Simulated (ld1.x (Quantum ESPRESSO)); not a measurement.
Varying the ultrasoft potential for gallium (Ga)

Base potential:

```json
{
  "Element": "Ga",
  "Generator": "ld1.x (Quantum ESPRESSO) 7.5",
  "Type": "ultrasoft",
  "Functional": "LDA (PZ)",
  "Relativity": "scalar-relativistic",
  "Frozen core": "[Ar] 3d10",
  "Valence charge": "3",
  "Reference configuration": "4s2 4p1",
  "Partial waves": "4s (bound): rcut 1.85, rcutus 2.25 bohr; 4s channel at 0.2 Ry: rcut 1.85, rcutus 2.25 bohr; 4p (bound): rcut 1.50, rcutus 2.05 bohr; 4p channel at 0.35 Ry: rcut 1.50, rcutus 2.05 bohr; 4d channel at 0.15 Ry: rcut 1.70, rcutus 1.90 bohr",
  "Local potential": "all-electron potential smoothed inside 1.50 bohr (lloc = -2)",
  "Core correction": "none",
  "Augmentation charge": "built from norm-conserving waves at rcut, not smoothed further"
}
```

All-electron outer shells of the reference configuration (LDA (PZ), scalar-relativistic, ld1.x):

```json
{"shell": "3p", "level (eV)": "-98.65", "outermost node (bohr)": "0.24", "outermost maximum (bohr)": "0.56"}
{"shell": "3d", "level (eV)": "-19.40", "outermost node (bohr)": "–", "outermost maximum (bohr)": "0.53"}
{"shell": "4s", "level (eV)": "-9.17", "outermost node (bohr)": "0.81", "outermost maximum (bohr)": "1.87"}
{"shell": "4p", "level (eV)": "-2.74", "outermost node (bohr)": "0.87", "outermost maximum (bohr)": "2.53"}
```

Cutoffs, loose and tight: the cutoffs (Ry, on a coarse ladder) from which the occupation-weighted sum of valence levels, in a spherical-Bessel basis at the reference potential, stays within 10 and 1 mRy of its value at 400 Ry. They do not see the model core or the augmentation charge, which bear on the density cutoff. Test errors are all-electron minus pseudo excitation energies from the reference, over the configurations 4s2 4p0; 4s1 4p0; 4s2 4p0.5; 4s1 4p1; 4s1 4p2; 4s2 4p1.3; 4s0 4p3 (two spin-polarised tests are not counted in the largest error). A dash means not determined; rows that change the core or the reference have their own tests.

```csv
change,outcome,"cutoff, loose","cutoff, tight",bound ghosts,largest test error (meV)
base,generated,6 Ry,6 Ry,none,+121
"waves 4p (bound): rcut 1.24, rcutus 1.32 bohr; 4p channel at 0.35 Ry: rcut 1.24, rcutus 1.32 bohr",failed: run_pseudo: Errors in PS-KS equation,–,–,–,–
"waves 4p (bound): rcut 1.50, rcutus 2.14 bohr; 4p channel at 0.35 Ry: rcut 1.50, rcutus 2.14 bohr",generated,6 Ry,8 Ry,none,+121
"waves 4p (bound): rcut 1.50, rcutus 2.68 bohr; 4p channel at 0.35 Ry: rcut 1.50, rcutus 2.68 bohr",generated,6 Ry,8 Ry,none,+121
"waves 4p (bound): rcut 1.50, rcutus 2.98 bohr; 4p channel at 0.35 Ry: rcut 1.50, rcutus 2.98 bohr",generated,6 Ry,8 Ry,none,+121
```

Q: What comes out with this change to the base: waves 4p (bound): rcut 1.50, rcutus 1.68 bohr; 4p channel at 0.35 Ry: rcut 1.50, rcutus 1.68 bohr?

A: outcome: generated; cutoff, loose: 6 Ry; cutoff, tight: 15 Ry; bound ghosts: none; largest test error (meV): +121.

Q: What comes out with this change to the base: waves 4p (bound): rcut 1.50, rcutus 2.46 bohr; 4p channel at 0.35 Ry: rcut 1.50, rcutus 2.46 bohr?

A: outcome: generated; cutoff, loose: 6 Ry; cutoff, tight: 10 Ry; bound ghosts: none; largest test error (meV): +121.

Reading the sweep of the p radius (base included, trends over the rows without a ghost): The loose cutoff stays near 6 Ry. The median size of the test errors (rows with all tests solved) stays near 18.8 meV. The generation fails at 1.32 bohr.
